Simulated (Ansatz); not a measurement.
A CCSD(T) single point on C2H6AlO2 (`C[O][Al][O]C`) radical.

```yaml
crystal:
  periodic: [false, false, false]
  atoms:
    - {symbol: C, position_ang: [-0.551085, 1.836357, -0.719517]}
    - {symbol: O, position_ang: [0.413439, 1.091445, -1.400528]}
    - {symbol: Al, position_ang: [1.228671, -0.380600, -1.319768]}
    - {symbol: O, position_ang: [1.002358, -1.534798, -0.113351]}
    - {symbol: C, position_ang: [0.261295, -1.754044, 1.049382]}
    - {symbol: H, position_ang: [-1.392220, 2.060567, -1.383919]}
    - {symbol: H, position_ang: [-0.945515, 1.313148, 0.159971]}
    - {symbol: H, position_ang: [-0.125629, 2.787922, -0.383571]}
    - {symbol: H, position_ang: [-0.354882, -2.652812, 0.940179]}
    - {symbol: H, position_ang: [0.932475, -1.908316, 1.900898]}
    - {symbol: H, position_ang: [-0.403607, -0.915868, 1.290825]}
basis:
  gaussian: {orbitals: def2-SVP}
magnetization: {spin_polarized: true, initial_magnetization: 1}
correlation: {method: ccsd_t}
scf: {omitted_lower_state_checks: [cluster_reference]}
```

```sh
$ ansatz run in.yaml --threads 2 --pin off --events-out ev --progress --plain --max-ram 32768MiB --backend cuda --devices 0, --max-vram 18GiB
```

The program prints (abridged):

```
Functional definition: HF
1016 factors; integrals over basis functions are off by at most 1.4e-3 eV
mean field evaluation 1: about -12802.8458 eV, gradient 3.1e1 eV
mean field evaluation 2: about -12802.8555 eV, gradient 3.1e1 eV
mean field evaluation 4: about -12807.4710 eV, gradient 2.9e0 eV
mean field evaluation 8: about -12807.5802 eV, gradient 1.3e-1 eV
mean field -12807.58045132 eV, -470.6699002960 hartree, gradient 2.0e-6 eV, S^2 0.751705; 0 other end points of the search recorded, 0 dependent functions left out
9 core orbitals not correlated: weight in the atoms' cores, before any rotation towards them, 1.000 or more for the frozen orbitals, at most 0.000 for the correlated occupied ones
reference -12807.58045132 eV, -470.6699002960 hartree; 15, 14 occupied and 80, 81 virtual orbitals, 1016 factors
second order -18.86336798 eV of doubles, -0.00000000 eV of singles
cycle   1  -19.38513635 eV  change   -5.2e-1 eV  update   1.1e-1
cycle   2  -19.86798206 eV  change   -4.8e-1 eV  update   3.1e-2
cycle   3  -20.01617972 eV  change   -1.5e-1 eV  update   1.9e-2
cycle   4  -20.01339995 eV  change    2.8e-3 eV  update   5.0e-3
cycle   5  -20.01035673 eV  change    3.0e-3 eV  update   2.2e-3
cycle   6  -20.01027704 eV  change    8.0e-5 eV  update   6.2e-4
cycle   7  -20.01008061 eV  change    2.0e-4 eV  update   2.1e-4
cycle   8  -20.01007724 eV  change    3.4e-6 eV  update   6.0e-5
cycle   9  -20.01008946 eV  change   -1.2e-5 eV  update   2.5e-5
perturbative correction -0.49101367 eV, -0.0180444195 hartree
Total energy: -12828.08155444 eV, -471.4233019398 hartree
Checks for a lower state left out: cluster_reference
```

It took 4.5 s on 2 threads of an AMD EPYC 7R13 on a shared host and a share of an NVIDIA H100 80 GB, with 0.8 GiB of host memory at the peak.

Correlation energy per correlated electron: -0.707 eV. T1 diagnostic: 0.0140.
